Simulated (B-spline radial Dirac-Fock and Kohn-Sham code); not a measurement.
# Al 3s: cross section and angular parameters

System: the free aluminum atom in the configuration [Ne] 3s2 3p1; threshold 9.62 eV (orbital energy of the model). Level of theory: Dirac-Hartree-Slater photoionisation with a Latter tail; cross sections with all multipoles, angular parameters from the dipole term and its interference with E2; a B-spline atomic structure program.

For linearly polarised light dσ/dΩ = σ/(4π) [1 + β P₂(cos θ) + (δ + γ cos²θ) sin θ cos φ], with θ from the polarisation vector and φ the angle between the beam and the projection of the electron momentum on the plane normal to the polarisation.

```tsv
hν (eV)	σ (kb)	β	γ
75.4	160	2.000	0.087
75.6	?	?	?
79	149	2.000	0.081
80	147	2.000	0.079
118	81.5	2.000	0.022
126	73.6	2.000	0.013
150	55.9	2.000	-0.006
300	18.0	2.000	-0.026
488	7.40	2.000	0.043
545	5.98	2.000	0.069
600	4.94	2.000	0.095
631	4.46	2.000	0.110
831	2.53	2.000	0.203
1000	1.70	2.000	0.277
1040	1.56	2.000	0.295
1130	1.30	2.000	0.332
1150	1.25	2.000	0.341
1486.9	0.693	2.000	0.470
1580	0.602	2.000	0.503
1660	0.536	2.000	0.532
2984.4	0.126	2.000	0.926
3190	0.106	2.000	0.977
4000	0.0586	2.000	1.164
5830	0.0211	2.000	1.515
7140	0.0120	2.000	1.729
8490	0.00734	2.000	1.928
9960	0.00463	2.000	2.128
10600	0.00386	2.000	2.209
10800	0.00366	2.000	2.234
11500	0.00304	2.000	2.319
```

Question: Give the values at 75.6 eV.

Answer: σ = 159 kb, β = 2.000, γ = 0.087. For an s subshell δ is negligible.

Values without a named source are computed, but for edge energies of neutral atoms, which are taken from tables.
